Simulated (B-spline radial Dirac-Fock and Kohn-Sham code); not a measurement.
## Pr⁶⁺: eigenvalues, ΔSCF and the reference

System: praseodymium as Pr⁶⁺ in the configuration [Kr] 4d10 4f1 5s2 5p4.

The density-functional columns are spherical, spin-unpolarised Dirac-Kohn-Sham results without Breit or QED terms: −ε is minus the orbital energy of the initial state and ΔSCF the difference of two total energies. The reference in the last column comes from Dirac-Fock (average of configuration) total-energy differences with a finite nucleus, the Breit interaction including its frequency dependence, and self-energy and vacuum-polarisation corrections. All numbers are from a radial B-spline solver, in eV; a selection of levels is shown. The Kohn-Sham columns are given as differences from the reference. For the 1s level of heavy atoms much of the gap between ΔSCF and the reference is the Breit and QED part, -165.0 eV here; for other levels the error of the functional can be larger.

| level | PBE −ε − DF | PBE ΔSCF − DF | LDA −ε − DF | LDA ΔSCF − DF | Dirac-Fock |
| --- | --- | --- | --- | --- | --- |
| 1s | -222.7 | +195.8 | -264.7 | +152.5 | 42081.3 |
| 2s | -132.2 | -53.1 | -137.6 | -58.3 | 6934.9 |
| 2p1/2 | -100.9 | -2.4 | -103.1 | -4.5 | 6534.9 |
| 2p3/2 | -106.8 | -16.3 | -108.3 | -17.7 | 6058.6 |
| 3s | -69.5 | -40.9 | -71.0 | -42.3 | 1605.3 |
| 3p1/2 | -56.6 | -26.9 | -57.1 | -27.3 | 1435.6 |
| 3p3/2 | -56.0 | -27.5 | -56.3 | -27.8 | 1339.4 |
| 3d3/2 | -37.1 | -5.0 | -36.8 | -4.7 | 1046.8 |
| 3d5/2 | -37.6 | -6.0 | -37.3 | -5.7 | 1026.7 |
| 4s | -33.3 | -19.0 | -33.9 | -19.6 | 405.5 |
| 4p1/2 | -26.5 | -12.4 | -26.7 | -12.6 | 339.7 |
| 4d3/2 | -13.3 | -0.2 | -13.2 | -0.2 | 208.5 |
| 4d5/2 | -13.3 | -0.4 | -13.3 | -0.3 | 204.8 |
| 4f | -8.8 | +2.5 | -8.4 | +2.9 | 88.61 |
| 5s | -8.1 | -0.3 | -7.8 | +0.1 | 117.7 |
| 5p | -5.9 | +1.3 | -5.6 | +1.6 | 94.70 |

Values without a named source are computed, but for edge energies of neutral atoms, which are taken from tables.
